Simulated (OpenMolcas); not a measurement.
## Computed transition rates of Se III

* Program: OpenMolcas
* Method: RASSCF
* Basis: ANO-RCC-VQZP [7s6p4d2f1g]
* Scalar Hamiltonian: DKH2, point nucleus
* Active space: 2 electrons in 9 orbitals (RAS2 4p; RAS3 4d 5s, at most 1 electron)
* State averaging: 2S+1 = 3 even, 3 roots; 2S+1 = 1 even, 6 roots; 2S+1 = 3 odd, 18 roots; 2S+1 = 1 odd, 18 roots
* Spin-orbit coupling: RASSI with atomic mean-field integrals over the reference wave functions, term energies averaged over their components

Rates come from the transition moments of the reference wave functions (E1 and E2 in the length form). At fixed line strength A goes as λ^-3 for E1 and M1 and as λ^-5 for E2, so a rate at the computed wavelength can be rescaled to the measured one. Measured vacuum wavelengths follow from level energies in Moore, Atomic Energy Levels, vol. II, NSRDS-NBS 35 (1971 reprint of NBS Circular 467, 1952). Branching counts decays inside the model space alone, at computed energies, and the table is only a selection of the E2 and M1 lines, drawn from those between levels with measured partners whose computed energy lies within a factor of 1.5 of the measured one.

| Upper | Lower | Type | λ computed (nm) | λ measured (nm) | A computed (s-1) | A rescaled (s-1) | Branching % |
| --- | --- | --- | --- | --- | --- | --- | --- |
| 4s² 4p² ¹D₂ | 4s² 4p² ³P₂ | M1 | 839.2 | 1100 | 1.26e+00 |  | 64.0 |
| 4s² 4p² ¹D₂ | 4s² 4p² ³P₁ | M1 | 714.9 | 885.7 | 6.90e-01 |  | 35.1 |
| 4s² 4p² ³P₂ | 4s² 4p² ³P₁ | M1 | 4828 | 4554 | 1.18e-01 | 1.41e-01 | 99.9 |
| 4s² 4p² ³P₁ | 4s² 4p² ³P₀ | M1 | 6886 | 5744 | 5.48e-02 | 9.44e-02 | 100.0 |
| 4s² 4p² ¹D₂ | 4s² 4p² ³P₂ | E2 | 839.2 | 1100 | 1.33e-02 |  | 0.7 |

Spin-changing lines and M1 lines between different terms are not rescaled, since their strength hangs on the term gaps too.

The largest correction is for 4s² 4p² ³P₁ → 4s² 4p² ³P₀ (M1): 5.48e-02 × (6886 / 5744)^3 = 9.44e-02 s-1, a factor of 1.72.

No measured rate stands beside these. Rescaling mends the energy factor alone: line strengths can still be far off where a level mixes with configurations outside the active space, and weak or spin-changing lines hang on small mixing coefficients that depend on the term gaps too, so rescaling need not improve them.

With the s shell closed, the reference lacks s² → p² mixing. Computed and measured levels are paired by configuration, term and J; levels that our copy of the source lacks, or whose pairing is in doubt (as where it misses far off the trend of its configuration), stay unpaired. Levels of configurations outside the active space are missing.
